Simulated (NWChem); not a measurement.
Molecule: MoHO3F; SMILES [OH][Mo]([F])(=[O])=[O]

```xyz
6

Mo     0.0672    -0.0222    -0.0406
O      1.0826     0.0230    -1.3618
O      1.0197    -0.1530     1.3217
F     -0.9325     1.5251     0.0419
O     -1.0374    -1.5057    -0.1802
H     -1.1992    -2.1866     0.4844
```
Atoms are numbered in this order, from 1.

Computed with NWChem. Geometry: optimised at PBE0/def2-SVP. def2 effective core potentials on Mo; no spin-orbit coupling. Field at 589 nm.

For level B3LYP/def2-SVP (core potentials):

```yaml
isotropic polarisability (bohr³): 39.0
```

Q: How do the values read with level B3LYP/def2-SVPD (core potentials) instead?

A: 
| Quantity | Value |
|---|---|
| isotropic polarisability (bohr³) | 48.0 |
